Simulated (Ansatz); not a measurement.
Geometry optimisation, RKS r2SCANh-D4/def2-SVP (Ansatz).

Input file:

```yaml
crystal:
  periodic: [false, false, false]
  atoms:
    - { symbol: Hf, position_ang: [0.103527, 0.015284, -0.01221] }
    - { symbol: Cl, position_ang: [0.317484, -0.038941, 2.455835] }
    - { symbol: F, position_ang: [1.79361, -0.152015, -0.847612] }
    - { symbol: Cl, position_ang: [-0.941597, 1.966337, -0.829171] }
    - { symbol: "N", position_ang: [-0.852713, -1.61199, -0.676302] }
    - { symbol: H, position_ang: [-1.815388, -1.880511, -0.485634] }
    - { symbol: H, position_ang: [-0.459325, -2.300988, -1.313747] }
    - { symbol: H, position_ang: [-2.682413, -0.063888, 1.221742] }
    - { symbol: H, position_ang: [-2.139186, -0.140788, 1.6859] }
basis:
  gaussian: { orbitals: def2-SVP }
hamiltonian:
  xc: r2scanh
  dispersion: d4
relax:
  f_tol: 0.03
  max_steps: 50
```

Run as:

```bash
$ ansatz run input.yaml --threads 4 --pin off --max-ram 5120MiB --backend cpu --events-out ev --progress --plain --runs-dir out
```

Question: Where does it end, and by what steps?

Answer: The run converged. After 9 steps the energy has fallen by 0.155 eV; H8 moved furthest, 0.44 Å.

```tsv
step	energy less start (eV)	largest force component (eV/Å)	accepted
0	0.0000	1.271	yes
1	-0.0939	1.082	yes
2	-0.1324	0.116	yes
3	-0.1381	0.243	yes
4	-0.1421	0.222	yes
5	-0.1478	0.236	yes
6	-0.1518	0.276	yes
7	-0.1540	0.128	yes
8	-0.1549	0.033	yes
9	-0.1552	0.012	yes
```

```xyz
9
Properties=species:S:1:pos:R:3
Hf 0.009 0.018 0.089
Cl 0.504 -0.071 2.409
F 1.653 -0.133 -0.838
Cl -1.030 2.019 -0.654
N -0.908 -1.640 -0.584
H -1.830 -2.008 -0.369
H -0.456 -2.269 -1.246
H -2.456 0.134 0.905
H -2.163 -0.260 1.487
```

Time of the run: 40 s on 4 threads of Arm Neoverse V1 (shared host), peak memory 0.33 GiB.
